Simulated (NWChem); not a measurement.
CH6BeSi; SMILES [CH3][Be][SiH3]

Results from NWChem. The geometry was optimised at B3LYP/6-31G* (spherical d). Level: PBE0/def2-SVPD; rows give the wavelength of the field.

```tsv
field	isotropic polarisability (bohr³)	anisotropy (bohr³)
static	?	?
1065 nm	63.0	18.7
589 nm	65.0	19.9
```

Complete the blanks.


- static, isotropic polarisability (bohr³): 62.2
- static, anisotropy (bohr³): 18.3
